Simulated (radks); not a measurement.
Species: Ru. Configuration: [Kr] 4d3.5 5s1 5p3.5 (fractional occupations, a model configuration).

Calculated with a radial shooting solver on a logarithmic mesh with Libxc functionals: scalar-relativistic Kohn-Sham, PBEsol, spin-polarised, spherical densities, point nucleus; open shells are filled with parallel spins first (spin-orbit coupling, left out, can overturn this in heavy ions).

Energy parts (hartree):
part                        energy
total                  -4527.43255
kinetic                 4681.65247
electron-nucleus      -10897.82833
Hartree                 1819.13814
exchange-correlation    -130.39482

Orbitals (lengths in bohr, moments of r in powers of bohr; r(90%) holds 90 % of the orbital's charge):
orbital  occ.  eigenvalue (hartree)  r(90%)     <r^2>      <r^4>      <r>
1s up       1             -806.3819  0.0600  0.001511  5.917e-06  0.03345
1s down     1             -806.3787  0.0600  0.001511  5.917e-06  0.03345
2s up       1             -116.5707   0.225   0.02503   0.001078   0.1457
2s down     1             -116.5467   0.225   0.02503   0.001077   0.1457
2p up       3             -104.4922   0.207   0.01970  0.0007717   0.1270
2p down     3             -104.4727   0.207   0.01970  0.0007715   0.1270
3s up       1             -21.09083   0.595    0.1859    0.05328   0.4029
3s down     1             -21.07475   0.594    0.1858    0.05316   0.4028
3p up       3             -17.12491   0.608    0.1891    0.05797   0.4032
3p down     3             -17.10692   0.608    0.1889    0.05777   0.4031
3d up       5             -10.74419   0.611    0.1767    0.05962   0.3841
3d down     5             -10.71928   0.611    0.1764    0.05923   0.3839
4s up       1              -3.48518    1.45     1.140      1.938    1.004
4s down     1              -3.37159    1.45     1.131      1.908    1.000
4p up       3              -2.36060    1.61     1.375      2.928    1.098
4p down     3              -2.24065    1.61     1.363      2.879    1.093
4d up     3.5              -0.74080    2.19     2.355      9.999    1.412
4d down     0              -0.61116    2.19     2.355      10.21    1.409
5s up       1              -0.40821    3.87     7.994      97.24    2.660
5s down     0              -0.29529    4.10     8.800      123.2    2.778
5p up       3              -0.19065    4.89     12.41      247.9    3.296
5p down   0.5              -0.10099    5.69     16.09      464.7    3.709

The highest occupied level is 5p down at -2.748 eV. The configuration is held as typed, so some empty levels lie below it. Summed over all electrons, <r^2> = 75.44 bohr^2, which gives a Langevin (diamagnetic) susceptibility term of -59.8 x 10^-6 cm^3/mol.
